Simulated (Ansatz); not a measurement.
`OB1CS1` + H₂ → `B1CS1` + H₂O at 400 K and 1 bar (hydrogenolysis of a B–O bond).

Calculated with Ansatz (gas phase, PBE0-D4/def2-TZVP geometries, no zero-point term in ΔE). CBS: MP2 limit from def2 TZ/QZ plus the TZ coupled-cluster correction, frozen cores. This one scheme is used for every species. One conformer a species, not always the lowest.

```
 species  CCSD(T)/CBS energy (Eh)  H − E (kJ/mol)  S (J/(mol·K))
`OB1CS1`               -537.64757           144.0          306.6
      H₂                 -1.17544            38.0          139.0
 `B1CS1`               -462.41225           121.8          277.8
     H₂O                -76.37941            69.8          198.6
```

H − E and S are ideal-gas, rigid-rotor, harmonic terms from PBE0-D4/def2-TZVP, for one conformer and one mirror image of each species. The MP2-based limit puts H₂ 0.8 mEh under its directly extrapolated value; such offsets cancel only in part. 1 Eh = 2625.50 kJ/mol, R = 8.31446 J/(mol·K).

Question: By hand: ΔE, ΔH, ΔS and ΔG.

Answer: ΔE = (-462.41225) + (-76.37941) − (-537.64757) − (-1.17544) = 0.03135 Eh = 82.3 kJ/mol. Δ(H − E) = 121.8 + 69.8 − 144.0 − 38.0 = 9.6, so ΔH = 91.9 kJ/mol. ΔS = 277.8 + 198.6 − 306.6 − 139.0 = 30.8 J/(mol·K). ΔG = 91.9 − 400 × (30.8)/1000 = 79.6 kJ/mol.

Question: By hand: the equilibrium constant, and the temperature at which ΔG would vanish if ΔH and ΔS stayed fixed.

Answer: log₁₀ K = −ΔG/(RT ln 10) = -10.4. ΔG = 0 at ΔH/ΔS = 2984 K, far beyond where these terms or the molecules hold.

ΔH outweighs TΔS. A doubt of 5 kJ/mol in ΔE shifts log₁₀ K by 0.7 here. Other conformers and mirror images would add mixing entropy, several J/(mol·K) or more a flexible species. These are equilibria of isolated gas molecules and say nothing of rates. Largest T1 diagnostic: 0.016 (customary marks: 0.02 for closed shells, 0.045 for open ones).
